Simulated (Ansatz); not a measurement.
`C/C=[C](\[InH2])[SiH2]S`, 15 atoms. The species carries charge 0 and has multiplicity 1. Correlated methods include outer-core shells of In, which these sets cover unevenly. In takes the def2 core potential. Hardware: A = 2 threads of an AMD EPYC 7R13 on a shared host and a share of an NVIDIA H100 80 GB; B = 2 threads of an AMD EPYC 7R13 on a shared host. Correlated methods freeze the cores. Open-shell runs search over several starts.

(1) How many basis functions does each run have, and how long does it take in Ansatz? UKS ωB97X-V/def2-TZVPP energy of the cation [A]; RKS ωB97M-V/def2-SVP energy [B]; UKS PBE0-D4/def2-TZVPP energy of the cation [A]; RKS PBE0-D4/def2-TZVP relaxation (20 steps) [A]; RHF-CCSD(T)/def2-SVP energy [A]; UKS ωB97M-V/def2-TZVPP energy of the cation [A]; RKS B3LYP-D4/def2-TZVPP energy and forces [A]; UHF-MP2/def2-QZVPP energy of the cation [A]; RKS CAM-B3LYP-D4/def2-TZVPP energy [A]; RKS r2SCAN-D4/def2-TZVPP energy and forces [A]; UKS r2SCAN-D4/def2-TZVPP energy of the cation [A]; RHF-CCSD(T)/def2-TZVPP energy [A]. (Best estimate.)

Answers

(1) Ansatz gave: Other jobs shared the machine, so times are rough.

```tsv
level	job	functions	wall time	peak host memory (GiB)
RHF-CCSD(T)/def2-SVP	energy [A]	149	1.7 s	0.78
RKS B3LYP-D4/def2-TZVPP	energy and forces [A]	353	2.2 s	0.98
RKS r2SCAN-D4/def2-TZVPP	energy and forces [A]	353	2.3 s	0.92
RKS CAM-B3LYP-D4/def2-TZVPP	energy [A]	353	2.7 s	0.91
UKS PBE0-D4/def2-TZVPP	energy of the cation [A]	353	6 s	0.95
UKS r2SCAN-D4/def2-TZVPP	energy of the cation [A]	353	7.5 s	1.1
UKS ωB97X-V/def2-TZVPP	energy of the cation [A]	353	8.1 s	1.2
UKS ωB97M-V/def2-TZVPP	energy of the cation [A]	353	9.5 s	1.3
RHF-CCSD(T)/def2-TZVPP	energy [A]	353	9.5 s	0.86
RKS ωB97M-V/def2-SVP	energy [B]	149	13 s	0.69
UHF-MP2/def2-QZVPP	energy of the cation [A]	663	27 s	1.4
RKS PBE0-D4/def2-TZVP	relaxation (20 steps) [A]	271	29 s	0.97
```

B3LYP here is the variant with VWN-RPA as its local correlation; programs differ in this.
